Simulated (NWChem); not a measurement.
System: C2H6O2Si; SMILES CC(=O)O[SiH3]

The following NWChem deck was run.

```
start job
memory heap 200 mb stack 900 mb global 1100 mb
geometry units angstroms noautosym nocenter noautoz
  Si     0.019585     1.728714    -0.001038
  O      0.786859     0.166909     0.001054
  C     -0.077315    -0.878988     0.001162
  C      0.621393    -2.213718     0.001971
  O     -1.285440    -0.706566     0.000472
  H     -0.793216     1.926121     1.240896
  H      1.198989     2.652282    -0.001903
  H     -0.792690     1.923056    -1.243791
  H     -0.121660    -3.029252     0.003972
  H      1.279067    -2.292015     0.890461
  H      1.276176    -2.294240    -0.888487
end
basis spherical
  Si library 6-31+g*
  O library 6-31+g*
  C library 6-31+g*
  H library 6-31+g*
end
dft
  xc xcamb88 1.00 lyp 1.0 hfexch 1.00
  cam 0.33 cam_alpha 0.0 cam_beta 1.0
  iterations 150
end
property
  response 1 0.0
end
task dft property
```

NWChem printed, in part:

```
             Northwest Computational Chemistry Package (NWChem) 7.3.0
             --------------------------------------------------------

                             Geometry "geometry" -> ""
                             -------------------------

 Output coordinates in angstroms (scale by  1.889725989 to convert to a.u.)

  No.       Tag          Charge          X              Y              Z
 ---- ---------------- ---------- -------------- -------------- --------------
    1 Si                  14.0000     0.01958500     1.72871400    -0.00103800
    2 O                    8.0000     0.78685900     0.16690900     0.00105400
    3 C                    6.0000    -0.07731500    -0.87898800     0.00116200
    4 C                    6.0000     0.62139300    -2.21371800     0.00197100
    5 O                    8.0000    -1.28544000    -0.70656600     0.00047200
    6 H                    1.0000    -0.79321600     1.92612100     1.24089600
    7 H                    1.0000     1.19898900     2.65228200    -0.00190300
    8 H                    1.0000    -0.79269000     1.92305600    -1.24379100
    9 H                    1.0000    -0.12166000    -3.02925200     0.00397200
   10 H                    1.0000     1.27906700    -2.29201500     0.89046100
   11 H                    1.0000     1.27617600    -2.29424000    -0.88848700

 Effective nuclear repulsion energy (a.u.)     229.7813226729

                              NWChem Property Module
                              ----------------------

                                 NWChem DFT Module
                                 -----------------

 Summary of "ao basis" -> "ao basis" (spherical)
 ------------------------------------------------------------------------------
       Tag                 Description            Shells   Functions and Types
 ---------------- ------------------------------  ------  ---------------------
 Si                         6-31+g*                 10       22   5s4p1d
 O                          6-31+g*                  8       18   4s3p1d
 C                          6-31+g*                  8       18   4s3p1d
 H                          6-31+g*                  2        2   2s

            General Information
            -------------------
          SCF calculation type: DFT
          Wavefunction type:  closed shell.
          No. of atoms     :    11
          No. of electrons :    48
           Alpha electrons :    24
            Beta electrons :    24
          Charge           :     0
          Spin multiplicity:     1
          Use of symmetry is: off; symmetry adaption is: off
          Maximum number of iterations: 150
          AO basis - number of functions:   106
                     number of shells:    54
          Convergence on energy requested:  1.00D-06
          Convergence on density requested:  1.00D-05
          Convergence on gradient requested:  5.00D-04

              XC Information
              --------------
                     Hartree-Fock (Exact) Exchange  1.000
                   CAM-Becke88 Exchange Functional  1.000
              Lee-Yang-Parr Correlation Functional  1.000

           Range-Separation Parameters
           ---------------------------
           Alpha           :  0.00
           Beta            :  1.00
           Gamma           :  0.33
           Short-Range HF  :     F

             Grid Information
             ----------------
          Grid used for XC integration:  medium
          Radial quadrature: Mura-Knowles
          Angular quadrature: Lebedev.
          Tag              B.-S. Rad. Rad. Pts. Rad. Cut. Ang. Pts.
          ---              ---------- --------- --------- ---------
          Si                  1.10       88          14.0       590
          O                   0.60       49          12.0       434
          C                   0.70       49          15.0       434
          H                   0.35       45          14.0       434
          Grid pruning is: on
          Number of quadrature shells:   554
          Spatial weights used:  Erf1

      Superposition of Atomic Density Guess
      -------------------------------------

 Sum of atomic energies:        -516.64764004

      Non-variational initial energy
      ------------------------------

 Total energy =    -518.844769
 1-e energy   =   -1167.223941
 2-e energy   =     418.597849
 HOMO         =      -0.399534
 LUMO         =       0.023700

   convergence    iter        energy       DeltaE   RMS-Dens  Diis-err
 ---------------- ----- ----------------- --------- --------- ---------
 d= 0,ls=0.0,diis     1   -518.9316194644 -7.49D+02  1.81D-02  1.37D+00
 d= 0,ls=0.0,diis     2   -518.9120646275  1.96D-02  8.26D-03  1.97D+00
 d= 0,ls=0.0,diis     3   -519.0803866796 -1.68D-01  1.60D-03  4.08D-02
 d= 0,ls=0.0,diis     4   -519.0827578903 -2.37D-03  7.84D-04  2.12D-02
 d= 0,ls=0.0,diis     5   -519.0846298995 -1.87D-03  2.47D-04  4.49D-04
  Resetting Diis
 d= 0,ls=0.0,diis     6   -519.0846836919 -5.38D-05  1.03D-04  4.06D-05
 d= 0,ls=0.0,diis     7   -519.0846909918 -7.30D-06  3.54D-05  3.02D-06
 d= 0,ls=0.0,diis     8   -519.0846913352 -3.43D-07  9.03D-06  2.06D-06

         Total DFT energy =     -519.084691335200
      One electron energy =    -1170.474668795826
           Coulomb energy =      471.990669608093
    Exchange-Corr. energy =      -50.382014820382
 Nuclear repulsion energy =      229.781322672915

 Numeric. integr. density =       47.999983269369

                       DFT Final Molecular Orbital Analysis
                       ------------------------------------

 Vector   22  Occ=2.000000D+00  E=-4.420157D-01
              MO Center=  3.1D-01,  1.7D+00, -2.1D-03, r^2= 3.1D+00
   Bfn.  Coefficient  Atom+Function         Bfn.  Coefficient  Atom+Function
  ----- ------------  ---------------      ----- ------------  ---------------
     7      0.373377   1 Si px               98      0.274720   7 H  s
    25     -0.267696   2 O  px               97      0.233381   7 H  s
    29     -0.165958   2 O  px               96     -0.157116   6 H  s
   100     -0.157814   8 H  s                 3     -0.150561   1 Si px
    95     -0.138921   6 H  s                99     -0.139513   8 H  s

 Vector   23  Occ=2.000000D+00  E=-4.235586D-01
              MO Center= -1.9D-01,  4.5D-01,  7.4D-04, r^2= 3.0D+00
   Bfn.  Coefficient  Atom+Function         Bfn.  Coefficient  Atom+Function
  ----- ------------  ---------------      ----- ------------  ---------------
    27      0.445153   2 O  pz               81     -0.332624   5 O  pz
    31      0.314980   2 O  pz               85     -0.210732   5 O  pz
     9     -0.185681   1 Si pz               96     -0.180098   6 H  s
   100      0.179735   8 H  s                95     -0.140838   6 H  s
    99      0.140524   8 H  s                35      0.094849   2 O  pz

 Vector   24  Occ=2.000000D+00  E=-3.900123D-01
              MO Center= -7.8D-01, -7.1D-01,  6.8D-04, r^2= 1.9D+00
   Bfn.  Coefficient  Atom+Function         Bfn.  Coefficient  Atom+Function
  ----- ------------  ---------------      ----- ------------  ---------------
    80      0.579190   5 O  py               84      0.362590   5 O  py
    25      0.230942   2 O  px               29      0.177504   2 O  px
    32     -0.164539   2 O  s                61     -0.149086   4 C  px
    64      0.144336   4 C  s                62      0.122658   4 C  py
    28     -0.105878   2 O  s                65     -0.105125   4 C  px

 Vector   25  Occ=0.000000D+00  E= 4.027298D-02
              MO Center=  6.8D-01,  5.4D-01, -3.6D-04, r^2= 1.4D+01
   Bfn.  Coefficient  Atom+Function         Bfn.  Coefficient  Atom+Function
  ----- ------------  ---------------      ----- ------------  ---------------
    68      5.445158   4 C  s                50     -3.780989   3 C  s
    52      3.218552   3 C  py               14     -2.392397   1 Si s
    16      1.508077   1 Si py               70      1.301437   4 C  py
    69     -1.032082   4 C  px               51     -0.694154   3 C  px
    12      0.345902   1 Si py               15     -0.289770   1 Si px

 Vector   26  Occ=0.000000D+00  E= 5.066598D-02
              MO Center= -3.1D-01,  3.0D+00, -3.0D-03, r^2= 1.1D+01
   Bfn.  Coefficient  Atom+Function         Bfn.  Coefficient  Atom+Function
  ----- ------------  ---------------      ----- ------------  ---------------
    68     -5.141194   4 C  s                50      4.970528   3 C  s
    52     -2.387386   3 C  py               14      2.062579   1 Si s
    70     -1.138921   4 C  py               10     -1.104459   1 Si s
    69      0.876023   4 C  px               51      0.763304   3 C  px
    16      0.474432   1 Si py               86     -0.397029   5 O  s

 Vector   27  Occ=0.000000D+00  E= 6.862298D-02
              MO Center=  1.8D-01, -3.7D-01,  7.9D-04, r^2= 8.6D+00
   Bfn.  Coefficient  Atom+Function         Bfn.  Coefficient  Atom+Function
  ----- ------------  ---------------      ----- ------------  ---------------
    17      0.756219   1 Si pz               53     -0.733725   3 C  pz
    71      0.732232   4 C  pz               49     -0.451150   3 C  pz
    45     -0.438201   3 C  pz               81      0.286789   5 O  pz
    85      0.252427   5 O  pz               96     -0.213884   6 H  s
   100      0.214564   8 H  s                89      0.209571   5 O  pz

     Multipole analysis of the density
     ---------------------------------

     L   x y z        total         alpha         beta         nuclear
     -   - - -        -----         -----         ----         -------
     0   0 0 0      0.000000    -24.000000    -24.000000     48.000000

     1   1 0 0      0.650981     -1.183150     -1.183150      3.017280
     1   0 1 0     -0.085807     -0.245535     -0.245535      0.405263
     1   0 0 1     -0.000196     -0.016748     -0.016748      0.033301

     2   2 0 0    -32.602401    -63.626013    -63.626013     94.649625
     2   1 1 0     -2.605062      6.586385      6.586385    -15.777831
     2   1 0 1      0.000047     -0.021897     -0.021897      0.043841
     2   0 2 0    -24.238360   -216.080536   -216.080536    407.922712
     2   0 1 1     -0.003376      0.141299      0.141299     -0.285974
     2   0 0 2    -28.239960    -22.457068    -22.457068     16.674176

 *** CALLING NEW AORESP DRIVER FOR CLOSED AND OPEN SHELLS ***
 Entering AOResponse driver routine

--------------------------------------------------------------------------------

          -----------------------------------------------
          Solving response equations for perturbing field
          -----------------------------------------------

 number of frequencies:     1
 frequency in a.u.:  0.0000000E+00
 Perturbing field: electric
 Using El. Dipole Length Gauge

 Setting up CPKS with frequency omega =      0.00000000 a.u.

 STATIC response

                                NWChem CPHF Module
                                ------------------

  scftype          =     RHF
  nclosed          =       24
  nopen            =        0
  variables        =     1968
  # of vectors     =        3
  tolerance        = 0.10D-03
  level shift      = 0.00D+00
  max iterations   =       50
  max subspace     =       30

 SCF residual:    7.4606897089503441E-004

Iterative solution of linear equations
  No. of variables     1968
  No. of equations        3
  Maximum subspace       30
        Iterations       50
       Convergence  1.0D-04

   iter   nsub   residual    time
   ----  ------  --------  ---------
     1      3    1.92D+00      64.0
     2      6    2.19D+00      73.0
     3      9    2.46D-01      81.9
     4     12    8.53D-02      90.9
     5     15    2.24D-02      99.9
     6     18    3.31D-03     108.9
     7     21    6.03D-04     117.9
     8     24    1.09D-04     127.0
     9     27    2.94D-05     136.1

 Electric Dipole Response Matrix (nonzero elements):

              1        2        3
    1   55.3364   0.6009   0.0012
    2    0.6010  61.5103  -0.0059
    3    0.0012  -0.0059  45.2267

 ------------------------------------------
 average:        54.02445 + I       0.00000

 DFT Linear Response polarizability / au
 Frequency  =       0.0000000 / au
              X              Y              Z
 -----------------------------------------------
 X      55.3363698      0.6009454      0.0011634
 Y       0.6009580     61.5103324     -0.0058738
 Z       0.0011634     -0.0058741     45.2266600
 -----------------------------------------------
 Eigenvalues =      55.2784208     61.5682838     45.2266577
 Isotropic   =      54.0244541
 Anisotropic =      14.2767129
 -----------------------------------------------

 Magnetic Dipole Response Matrix (nonzero elements):

 Exiting AOResponse driver routine
```

Level: LC-BLYP (range parameter 0.33 per bohr)/6-31+G* (spherical d). Coordinates come from a PBE-D3(BJ)/def2-SVP optimisation.
